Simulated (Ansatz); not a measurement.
AlH3 (SMILES [AlH3]) moved off its minimum; all values from Ansatz (an electronic-structure program), cores frozen in correlated methods.
(charge 0, multiplicity 1)
```xyz
4

Al     0.1701     0.1203     0.1533
H      0.5472    -0.2980     1.3661
H     -0.3272     1.4331    -0.3386
H     -0.4187    -1.0113    -1.0960
```

Forces at HF/def2-TZVPP (eV/Å):

```json
[
 {"atom": "Al1", "Fx": "-2.852", "Fy": "-0.980", "Fz": "-6.225"},
 {"atom": "H2", "Fx": "1.908", "Fy": "-1.550", "Fz": "4.962"},
 {"atom": "H3", "Fx": "-0.021", "Fy": "1.718", "Fz": "-0.096"},
 {"atom": "H4", "Fx": "0.965", "Fy": "0.812", "Fz": "1.359"}
]
```

Problem. Give the forces (eV/Å), the total energy and the dipole at CCSD(T)/aug-cc-pV(T+d)Z.

Solution. 
| atom | Fx | Fy | Fz |
|---|---|---|---|
| Al1 | -2.657 | -0.927 | -6.028 |
| H2 | 1.858 | -1.539 | 4.924 |
| H3 | -0.080 | 1.699 | -0.144 |
| H4 | 0.879 | 0.767 | 1.247 |
Energy -243.7295 hartree, dipole 1.65 D.
